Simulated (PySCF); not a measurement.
# Correlation energy of Ar³⁺ (argon, charge +3)

[Ne] 3s2 3p3, high-spin 4S determinant. All numbers are calculated (PySCF 2.14, no relativity, point nucleus, in an uncontracted even-tempered set (18 s from 0.09 bohr⁻², ratio 2.5; 13 p from 0.12 bohr⁻², ratio 2.5; 5 d from 1.2 bohr⁻², ratio 2.7; 5 f from 1.8 bohr⁻², ratio 2.7)). Frozen: 1s2; 13 electrons correlated; the 20 highest virtual orbitals of each spin left out.

MP2 pair energies summed by pair of shells (mhartree):

```
 pair   energy  share (%)
2p-2p  -193.43       46.0
3s-3p   -61.40       14.6
2s-2p   -59.17       14.1
2p-3p   -33.50        8.0
2p-3s   -24.14        5.7
3p-3p   -19.14        4.6
3s-3s   -10.20        2.4
2s-2s   -10.03        2.4
2s-3p    -5.74        1.4
2s-3s    -3.91        0.9
```

Total MP2 correlation energy: -420.67 mhartree.

Same-spin part -114.27 and opposite-spin part -306.40 mhartree; SCS-MP2 scales them by 1/3 and 6/5 to -405.77 mhartree.
